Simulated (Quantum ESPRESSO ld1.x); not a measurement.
Input file for ld1.x (Quantum ESPRESSO 7.5):

```
 &input
    zed=41.0,
    iswitch=1,
    rel=2,
    dft='SLA-NOC-PBX-NOGC',
    config='[Kr] 4d2',
    rel_dist='average',
    verbosity='high',
    lsmall=.true.,
    prefix='ld1',
    max_out_wfc=37,
    file_charge='ld1.rho',
 /
```

Command: `OMP_NUM_THREADS=1 ld1.x < ld1.in > ld1.out`

Output:

```
     Program LD1 v.7.5 starts

     --------------------------- All-electron run ----------------------------

     dirac relativistic calculation

     atomic number is 41.00
     dft =SLA-NOC-PBX-NOGC   lsd =0 sic =0 latt =0  beta=0.20 tr2=1.0E-14
     Exchange-correlation= SLA-NOC-PBX-NOGC
                           (   1   0   3   0   0   0   0)
     mesh =2041 r(mesh) = 100.12585 a.u. xmin = -8.00 dx = 0.00800
     1 Ry =  13.60569312 eV, c = 137.03599908

     n l j   nl                  e(Ry)          e(Ha)          e(eV)
     Spin orbit split results
     1 0 0.5 1S 1( 2.00)   -1384.070549908    -692.035274954 -18831.2391626
     2 0 0.5 2S 1( 2.00)    -195.473437118     -97.736718559  -2659.5515991
     2 1 0.5 2P 1( 2.00)    -179.576115685     -89.788057842  -2443.2575222
     2 1 1.5 2P 1( 4.00)    -172.535080407     -86.267540203  -2347.4593570
     3 0 0.5 3S 1( 2.00)     -34.437722689     -17.218861344   -468.5490868
     3 1 0.5 3P 1( 2.00)     -28.455044988     -14.227522494   -387.1506099
     3 1 1.5 3P 1( 4.00)     -27.314276125     -13.657138063   -371.6296588
     4 0 0.5 4S 1( 2.00)      -6.441381580      -3.220690790    -87.6394611
     4 1 0.5 4P 1( 2.00)      -4.766460071      -2.383230036    -64.8509930
     4 1 1.5 4P 1( 4.00)      -4.604933281      -2.302466640    -62.6533091
     3 2 1.5 3D 1( 4.00)     -16.751520028      -8.375760014   -227.9160408
     3 2 2.5 3D 1( 6.00)     -16.539056874      -8.269528437   -225.0253324
     4 2 1.5 4D 1( 0.80)      -2.181236850      -1.090618425    -29.6772392
     4 2 2.5 4D 1( 1.20)      -2.164453375      -1.082226687    -29.4488884
     Averaged results
     1 0     1S 1( 2.00)   -1384.070549908    -692.035274954 -18831.2391626
     2 0     2S 1( 2.00)    -195.473437118     -97.736718559  -2659.5515991
     2 1     2P 1( 6.00)    -174.882092166     -87.441046083  -2379.3920787
     3 0     3S 1( 2.00)     -34.437722689     -17.218861344   -468.5490868
     3 1     3P 1( 6.00)     -27.694532413     -13.847266206   -376.8033092
     4 0     4S 1( 2.00)      -6.441381580      -3.220690790    -87.6394611
     4 1     4P 1( 6.00)      -4.658775544      -2.329387772    -63.3858704
     3 2     3D 1(10.00)     -16.624042135      -8.312021068   -226.1816158
     4 2     4D 1( 2.00)      -2.171166765      -1.085583382    -29.5402287

     final scf error:  2.2E-15 reached in  24 iterations

     Etot =   -7632.989813 Ry,   -3816.494906 Ha, -103852.117004 eV

     Ekin =    7905.276992 Ry,    3952.638496 Ha,  107556.772812 eV
     Encl =  -18354.725827 Ry,   -9177.362913 Ha, -249728.766957 eV
     Eh   =    3048.500348 Ry,    1524.250174 Ha,   41476.960225 eV
     Exc  =    -232.041327 Ry,    -116.020663 Ha,   -3157.083084 eV

     normalization and overlap integrals

     s(1S/1S) =  1.000000  <r> =   0.0361  <r2> =    0.0018  r(max) =   0.0234
     LC norm =  0.97767342 + SC norm =  0.02232658 =  1.00000000
     s(1S/2S) =  0.000000
     s(1S/3S) = -0.000000
     s(1S/4S) =  0.000000
     s(2S/2S) =  1.000000  <r> =   0.1577  <r2> =    0.0294  r(max) =   0.1330
     LC norm =  0.99544466 + SC norm =  0.00455534 =  1.00000000
     s(2S/3S) =  0.000000
     s(2S/4S) =  0.000000
     s(2P/2P) =  1.000000  <r> =   0.1346  <r2> =    0.0222  r(max) =   0.1038
     LC norm =  0.99544102 + SC norm =  0.00455898 =  1.00000000
     s(2P/3P) =  0.000000
     s(2P/4P) =  0.000000
     s(2P/2P) =  1.000000  <r> =   0.1391  <r2> =    0.0236  r(max) =   0.1080
     LC norm =  0.99558395 + SC norm =  0.00441605 =  1.00000000
     s(2P/3P) =  0.000000
     s(2P/4P) = -0.000000
     s(3S/3S) =  1.000000  <r> =   0.4431  <r2> =    0.2251  r(max) =   0.3947
     LC norm =  0.99880127 + SC norm =  0.00119873 =  1.00000000
     s(3S/4S) =  0.000000
     s(3P/3P) =  1.000000  <r> =   0.4386  <r2> =    0.2243  r(max) =   0.3823
     LC norm =  0.99885456 + SC norm =  0.00114544 =  1.00000000
     s(3P/4P) =  0.000000
     s(3P/3P) =  1.000000  <r> =   0.4491  <r2> =    0.2350  r(max) =   0.3916
     LC norm =  0.99889312 + SC norm =  0.00110688 =  1.00000000
     s(3P/4P) =  0.000000
     s(4S/4S) =  1.000000  <r> =   1.1468  <r2> =    1.4888  r(max) =   1.0309
     LC norm =  0.99973307 + SC norm =  0.00026693 =  1.00000000
     s(4P/4P) =  1.000000  <r> =   1.2552  <r2> =    1.8006  r(max) =   1.0990
     LC norm =  0.99977569 + SC norm =  0.00022431 =  1.00000000
     s(4P/4P) =  1.000000  <r> =   1.2836  <r2> =    1.8826  r(max) =   1.1257
     LC norm =  0.99978396 + SC norm =  0.00021604 =  1.00000000
     s(3D/3D) =  1.000000  <r> =   0.4309  <r2> =    0.2240  r(max) =   0.3337
     LC norm =  0.99900686 + SC norm =  0.00099314 =  1.00000000
     s(3D/4D) =  0.000000
     s(3D/3D) =  1.000000  <r> =   0.4344  <r2> =    0.2276  r(max) =   0.3364
     LC norm =  0.99901802 + SC norm =  0.00098198 =  1.00000000
     s(3D/4D) = -0.000000
     s(4D/4D) =  1.000000  <r> =   1.7319  <r2> =    3.5293  r(max) =   1.3971
     LC norm =  0.99987718 + SC norm =  0.00012282 =  1.00000000
     s(4D/4D) =  1.000000  <r> =   1.7444  <r2> =    3.5796  r(max) =   1.4084
     LC norm =  0.99987876 + SC norm =  0.00012124 =  1.00000000

     LC charge = 37.89838329 + SC charge =  0.10161671 = 38.00000000

     ------------------------ End of All-electron run ------------------------
```

Run on one thread of a shared host, so times are rough (Intel(R) Xeon(R) Processor @ 2.60GHz): 0.47 s of CPU time, 1.1 s wall, 24 iterations on 2041 mesh points.
